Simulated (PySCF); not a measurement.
**Working out the electron affinity of Se**

Se- [Ar] 3d10 4s2 4p5 (2P) → Se [Ar] 3d10 4s2 4p4 (3P). Calculation: PySCF 2.14, in aug-cc-pVDZ-DK (6s5p3d, 36 functions); the spin-free X2C one-electron Hamiltonian (Gaussian nucleus). Frozen: [Ar] 3d10. Energies in hartree (1 hartree = 27.21139 eV):

```tsv
part	Se- (lower)	Se (upper)
UHF	-2427.996472	-2427.961290
CCSD correlation	-0.118814	-0.091754
(T)	-0.003159	-0.001513
```

Task: What does Hartree-Fock give?

Result: (-2427.961290) − (-2427.996472) = 0.035182 hartree = 0.957 eV.

Task: What do CCSD and CCSD(T) give?

Result: The CCSD correlation energies differ by 0.027060 hartree = 0.736 eV and the triples by 0.001646 hartree = 0.045 eV, so CCSD gives 1.693 eV and CCSD(T) 1.738 eV.

A first-order spin-orbit estimate adds -0.015 eV to CCSD(T) (valence), giving 1.723 eV against 2.021 eV (measured; photodetachment measurements, as compiled on the Wikipedia data page of electron affinities).

A double-zeta basis recovers only part of the correlation energy.

What remains against the reference includes basis incompleteness, the frozen core and higher excitations.
